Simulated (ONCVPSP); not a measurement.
## platinum: from the effect back to the setting (ONCV)

Base potential:

```json
{
 "Element": "platinum",
 "Generator": "ONCVPSP 4.0.1",
 "Type": "optimised norm-conserving Vanderbilt (ONCV)",
 "Functional": "PBEsol",
 "Relativity": "fully relativistic",
 "Frozen core": "[Kr] 4d10 4f14",
 "Valence charge": "18",
 "Reference configuration": "5s2 5p6 5d9 6s1",
 "Partial waves": "5s+6s: rc 1.65 bohr, ncon 4, nbas 8, qcut 7.6 1/bohr, 2 projectors; 5p: rc 1.70 bohr, ncon 4, nbas 7, qcut 8.5 1/bohr, 2 projectors, debl 3.8 Ha; 5d: rc 2.40 bohr, ncon 3, nbas 8, qcut 6.8 1/bohr, 2 projectors, debl 0.9 Ha",
 "Local potential": "polynomial inside 1.60 bohr (lpopt 5, dvloc0 0 Ha)",
 "Core correction": "Teter function, parameters optimised by the program"
}
```

Open shells are filled in proportion to 2j + 1.

Cutoffs, loose and tight: the cutoffs (Ha) at which the residual kinetic energy of the hardest occupied pseudo-wave falls to 1 and 0.1 mHa per electron. They do not see the model core or the augmentation charge, which bear on the density cutoff. Test errors are all-electron minus pseudo excitation energies from the reference, over the configurations 5s2 5p6 5d9 6s0; 5s2 5p6 5d8 6s0; 5s2 5p6 5d7 6s0; 5s2 5p6 5d9.5 6s0.5; variants that change the core or the reference have their own tests.

Only the scale of all radii but the core radius (base = 1) is moved:

| scale of all radii but the core radius (base = 1) | cutoff, loose | cutoff, tight | bound ghosts | largest test error (meV) | median size of the test errors |
| --- | --- | --- | --- | --- | --- |
| 0.79 | 31 Ha | 90 Ha | none | -816 | 205.9 meV |
| 0.93 | 25 Ha | 30 Ha | s | -754 | 192.9 meV |
| 1.02 | 20 Ha | 25 Ha | none | -683 | 176.1 meV |
| 1.08 | 18 Ha | 23 Ha | none | -650 | 170.9 meV |
| 1.15 | 18 Ha | 22 Ha | none | -561 | 149.5 meV |
| 1.24 | 18 Ha | 21 Ha | none | -433 | 123.9 meV |
| 1.32 | 18 Ha | 22 Ha | none | +198 | 12.5 meV |

**Question.** One more run gave cutoff, loose: 28 Ha; cutoff, tight: 33 Ha; bound ghosts: none; largest test error (meV): -770; median size of the test errors: 196.9 meV. Which value of the scale of all radii but the core radius (base = 1) was used?

**Answer.** 0.87. The median size of the test errors moves one way along this sweep, from 205.9 meV at 0.79 to 12.5 meV at 1.32, which places the run between 0.79 and 0.93.
